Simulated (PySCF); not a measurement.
## $^{19}$F chemical shifts

- shielding tensors at PBE0/pcSseg-1 (GIAO)
- GFN2-xTB geometry
- run in PySCF
- no relativistic terms, averaged over atoms made equivalent by symmetry, fast rotation or ring inversion, one conformer, no solvent

Shieldings were converted by a linear fit to measured shifts: $^{19}$F (scatter 6.0 ppm rms, 7.0 ppm with the 5 outliers that the fit left out vs CFCl3, solution or neat liquid, with a term for F on sp3 carbon). Occasional misses reach two or three times the rms, and more in compound classes unlike the fitted ones.

(1) Give the $^{19}$F shifts of `C=CC(=C)C(=C)F`, `C=CC(=C)C(=C)F`, `FC1=CCC=CC1`, `CO[Si@@H]1CC[C@@H]1F`, `CCCC(C)(F)F`, `C#C[C@@H]1CC[C@@H]1F`, `CC1=C(F)CC=C1`, `CC1=C(F)CC=C1`, `CC(C)CC(F)F`.

(2) Order these by $^{19}$F shift, lowest first.
A. F[C@H]1C[SiH2]CCO1
B. C=CC(=C)C(=C)F
C. C#C[C@@H]1CC[C@@H]1F
D. CO[Si@@H]1CC[C@@H]1F
E. C#C/C(=C\F)CC

## Answers

(1) 
| compound | environment | δ (ppm) |
| --- | --- | --- |
| C=CC(=C)C(=C)F | vinylic fluorine | -98.9 |
| C=CC(=C)C(=C)F | vinylic fluorine | -98.8 |
| FC1=CCC=CC1 | vinylic fluorine | -102.6 |
| CO[Si@@H]1CC[C@@H]1F | fluorine on an sp3 carbon | -200.9 |
| CCCC(C)(F)F | fluorine of a CF2 group (×2) | -107.3 |
| C#C[C@@H]1CC[C@@H]1F | fluorine on an sp3 carbon | -167.3 |
| CC1=C(F)CC=C1 | vinylic fluorine | -130.9 |
| CC1=C(F)CC=C1 | vinylic fluorine | -130.9 |
| CC(C)CC(F)F | fluorine of a CF2 group (×2) | -121.5 |

(2) D (-200.9 ppm, fluorine on an sp3 carbon), C (-167.3 ppm, fluorine on an sp3 carbon), A (-129.0 ppm, fluorine on an sp3 carbon), E (-109.0 ppm, vinylic fluorine), B (-98.9 ppm, vinylic fluorine).
